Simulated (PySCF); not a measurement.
Run record: geometry optimisation, `[S]([SiH3])[GeH2][SH]`.

Computed with PBE0-D3(BJ)/def2-SVP geometry optimisation, gas phase (PySCF 2.14.0). Start geometry: GFN2-xTB. A driver script takes a list of jobs; this job's settings line and coordinates (Å) are shown.

Command:
```bash
OMP_NUM_THREADS=1 python probes_run.py task.json out
```

Input:
```
{"job": {"xc": "PBE0", "basis": "def2-SVP", "d3": "d3bj", "grid": 1, "shake": 0.01, "kind": "geom"}, "charge": 0, "multiplicity": 1}
Si    -1.788500     0.638260    -0.120540
S     -0.629770    -0.443050     1.302450
Ge     1.086030    -1.013220     0.041230
S      2.420590     0.717750    -0.484590
H     -2.956770     1.037210     0.671880
H     -1.031560     1.807610    -0.596890
H     -2.124200    -0.249030    -1.218150
H      0.700850    -1.631200    -1.269710
H      1.888140    -2.024060     0.871640
H      2.485610     1.138800     0.781620
```

Output:
```
step   0  E = -3165.29005927  max force = 0.015951
step   1  E = -3165.29311765  max force = 0.004727
step   2  E = -3165.29339535  max force = 0.000928
step   3  E = -3165.29343473  max force = 0.000571
step   4  E = -3165.29347915  max force = 0.000653
step   5  E = -3165.29355277  max force = 0.001369
step   6  E = -3165.29371039  max force = 0.001874
step   7  E = -3165.29359206  max force = 0.002710
step   8  E = -3165.29405373  max force = 0.001527
step   9  E = -3165.29413222  max force = 0.000972
step  10  E = -3165.29419620  max force = 0.000549
step  11  E = -3165.29426599  max force = 0.000834
step  12  E = -3165.29428575  max force = 0.000536
step  13  E = -3165.29428978  max force = 0.000148
optimisation converged
```

Energies in Eh; «max force» is the largest Cartesian gradient component in Eh/bohr.

How much energy does the optimisation release, in kJ/mol?

E(step 0) − E(last step) = 0.004231 Eh, which is 11.1 kJ/mol.

Give the first gradient maximum in eV/Å.

With 1 Eh/bohr = 51.422 eV/Å, 0.820 eV/Å.

In short: final energy -3165.29429 Eh after 13 steps; dipole 0.46 D.

Estimate the wall time. Hardware: an Arm Neoverse N1 with one thread, no GPU, on a shared host. And the peak memory of the process?

About 2.4 min, with 0.50 GiB resident at the peak, the Python interpreter and its libraries included.
Labels such as C1 count atoms from 1, the log's own numbers from 0.
